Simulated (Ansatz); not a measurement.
```yaml
crystal:
  periodic: [false, false, false]
  atoms:
    - {symbol: O, position_ang: [-1.272788, 0.969502, -1.514312]}
    - {symbol: B, position_ang: [-0.882231, 0.349693, -0.394666]}
    - {symbol: I, position_ang: [-2.408048, -0.119155, 1.100855]}
    - {symbol: Zn, position_ang: [1.046804, -0.205743, 0.046258]}
    - {symbol: S, position_ang: [3.067314, -0.821185, 0.576949]}
    - {symbol: H, position_ang: [-2.216985, 1.161789, -1.568552]}
    - {symbol: H, position_ang: [2.665944, -1.334910, 1.753479]}
basis:
  gaussian: {orbitals: ANO-RCC-VTZP}
total_charge: 1
magnetization: {spin_polarized: false, initial_magnetization: 1}
hamiltonian: {xc: {name: PBEsol}, dispersion: d4, pseudopotentials: {relativity: scalar}}
output: {forces: true}
```

```sh
$ ansatz run in.yaml --threads 4 --pin off --events-out ev --progress --plain --max-ram 10444MiB
```

It prints (some lines left out):

```
Functional definition: PBEsol
2074 factors; their error is unknown
mean field evaluation 1: about -255911.9529 eV, gradient 1.2e2 eV
mean field evaluation 2: about -255688.8570 eV, gradient 3.0e2 eV
mean field evaluation 4: about -255925.2694 eV, gradient 6.5e1 eV
mean field evaluation 8: about -255935.8624 eV, gradient 1.6e1 eV
mean field evaluation 16: about -255937.6714 eV, gradient 5.6e-1 eV
mean field evaluation 32: about -255935.4062 eV, gradient 1.5e1 eV
mean field -255937.62382496 eV, -9405.5341948151 hartree, gradient 1.5e-5 eV, S^2 0.750000; 9 other end points of the search recorded, 0 dependent functions left out
reference -255937.62389141 eV, -9405.5341972571 hartree; 57, 56 occupied and 192, 193 virtual orbitals, 2074 factors
Total energy: -255937.68853132 eV, -9405.5365727301 hartree
Relativity: scalar
Atom 0 at    -1.272788     0.969502    -1.514312 Å, force     1.136554    -0.443108     0.502235 eV/Å
Atom 1 at    -0.882231     0.349693    -0.394666 Å, force    -1.101015     0.163772    -0.416494 eV/Å
Atom 2 at    -2.408048    -0.119155     1.100855 Å, force     0.537659    -0.064813     0.045177 eV/Å
Atom 3 at     1.046804    -0.205743     0.046258 Å, force    -0.146990     0.231037     0.144975 eV/Å
Atom 4 at     3.067314    -0.821185     0.576949 Å, force     0.236626     0.126877    -0.460527 eV/Å
Atom 5 at    -2.216985     1.161789    -1.568552 Å, force    -0.515658     0.221952    -0.232440 eV/Å
Atom 6 at     2.665944    -1.334910     1.753479 Å, force    -0.147176    -0.235718     0.417073 eV/Å
Dipole moment:     0.402813     0.006218    -0.093988 e Å
```

Run time 64 s (4 threads of an Arm Neoverse V1 on a shared host); peak host memory 1.6 GiB.
